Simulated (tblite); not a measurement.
Isomers of C6H8ClO (doublet state). Computed with GFN2-xTB (tblite): harmonic, unscaled wavenumbers at the GFN2-xTB geometry, gas phase. Against measured fundamentals such values can be off by several per cent, at times by over 20. One conformer each. Open shells enter through the occupations alone, without spin polarisation, and single modes of such species can be off by tens of per cent.

Electronic energies: GFN2-xTB at the same geometries; isomer energies are rough at this level and their order can be wrong.

```json
{"SMILES": "C=C1C[C@H]1OC[CH]Cl", "electronic energy, lowest = 0 (kJ/mol)": "251.7"}
{"SMILES": "O[C@@H]1C[C]=C[C@@H](Cl)C1", "electronic energy, lowest = 0 (kJ/mol)": "141.4"}
{"SMILES": "O[C@@]12[CH][C@@H]1C[C@@H](Cl)C2", "electronic energy, lowest = 0 (kJ/mol)": "134.7"}
{"SMILES": "COC1=C[C](Cl)CC1", "electronic energy, lowest = 0 (kJ/mol)": "0.0"}
{"SMILES": "O[C@@H]1[CH]C=C[C@@H](Cl)C1", "electronic energy, lowest = 0 (kJ/mol)": "34.0"}
{"SMILES": "O[C@@]12C[C](Cl)C[C@@H]1C2", "electronic energy, lowest = 0 (kJ/mol)": "62.7"}
```

Problem. How do GFN2-xTB zero-point energies change the relative energies?

Solution. 
| SMILES | ZPE (kJ/mol) | of it from modes above 1550 cm⁻¹ | electronic (kJ/mol) | with ZPE, lowest = 0 (kJ/mol) | lowest mode (cm⁻¹) | rings |
| --- | --- | --- | --- | --- | --- | --- |
| COC1=C[C](Cl)CC1 | 324.8 | 142.7 | 0.0 | 0.0 | 92 | 1 |
| O[C@@H]1[CH]C=C[C@@H](Cl)C1 | 324.5 | 146.6 | 34.0 | 33.7 | 97 | 1 |
| O[C@@]12C[C](Cl)C[C@@H]1C2 | 324.9 | 145.7 | 62.7 | 62.8 | 63 | 2 |
| O[C@@]12[CH][C@@H]1C[C@@H](Cl)C2 | 324.1 | 147.0 | 134.7 | 134.0 | 80 | 2 |
| O[C@@H]1C[C]=C[C@@H](Cl)C1 | 325.9 | 155.7 | 141.4 | 142.5 | 78 | 1 |
| C=C1C[C@H]1OC[CH]Cl | 315.8 | 156.1 | 251.7 | 242.7 | 39 | 1 |

The zero-point energies span 10.1 kJ/mol, from `C=C1C[C@H]1OC[CH]Cl` to `O[C@@H]1C[C]=C[C@@H](Cl)C1`. The order is unchanged.

Problem. What do entropy and thermal enthalpy add at 298.15 K and 1 bar (rigid rotor, harmonic oscillator, one conformer each)?

Solution. 
| SMILES | point group | symmetry number | S (J/(mol K)) | H − H(0) (kJ/mol) | ZPE + H − H(0) − TS (kJ/mol) |
| --- | --- | --- | --- | --- | --- |
| COC1=C[C](Cl)CC1 | Cs | 1 | 388.0 | 25.00 | 234.1 |
| O[C@@H]1[CH]C=C[C@@H](Cl)C1 | C1 | 1 | 371.4 | 23.26 | 237.0 |
| O[C@@]12C[C](Cl)C[C@@H]1C2 | C1 | 1 | 373.5 | 23.31 | 236.8 |
| O[C@@]12[CH][C@@H]1C[C@@H](Cl)C2 | C1 | 1 | 374.9 | 23.46 | 235.8 |
| O[C@@H]1C[C]=C[C@@H](Cl)C1 | C1 | 1 | 372.4 | 23.27 | 238.2 |
| C=C1C[C@H]1OC[CH]Cl | C1 | 1 | 408.7 | 26.46 | 220.4 |

S holds R ln(2S + 1) for the spin.
